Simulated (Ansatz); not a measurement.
Reaction (cleavage of the B–Si bond): `OB(S)[SiH2]Cl` + H₂S → `OB(S)S` + `[SiH3]Cl`

Program: Ansatz. Geometries: PBE0-D4/def2-TZVP. ΔE: electronic, gas phase. CCSD(T)/CBS adds triple-zeta CCSD(T) − MP2 to the extrapolated MP2 energy (def2 sets, frozen cores). This one scheme is used for every species. DFT in def2-TZVPP. Each species was taken in one conformer, which may not be the lowest.

```csv
level,ΔE (eV)
B2PLYP,-0.85
HF/def2-TZVPP,-0.94
CCSD/def2-TZVPP,-0.82
HF/def2-QZVPP,-0.94
MP2/def2-QZVPP,-0.89
SCS-MP2/def2-QZVPP,-0.88
HF/CBS(def2),-0.94
MP2/CBS(def2),-0.89
```

Q: What does CCSD(T)/CBS give? (Estimate.)

A: The calculation gave: -0.81 eV. The listed levels differ from it by -0.04, -0.13, -0.01, -0.13, -0.08, -0.07, -0.13, -0.08 eV.

Largest T1 diagnostic among the species: 0.013.

The D4 term adds +0.04 eV with B3LYP and +0.03 eV with PBE0; it sums over pairs of atoms, weighted by their polarisabilities, and B3LYP, whose exchange is more repulsive, gets the larger term. In def2-TZVPP, CCSD(T) changes the Hartree–Fock value by +0.13 eV (the triples alone add +0.01 eV) and MP2 by +0.05 eV.

B3LYP here is the variant with VWN-RPA as its local correlation; programs differ in this.
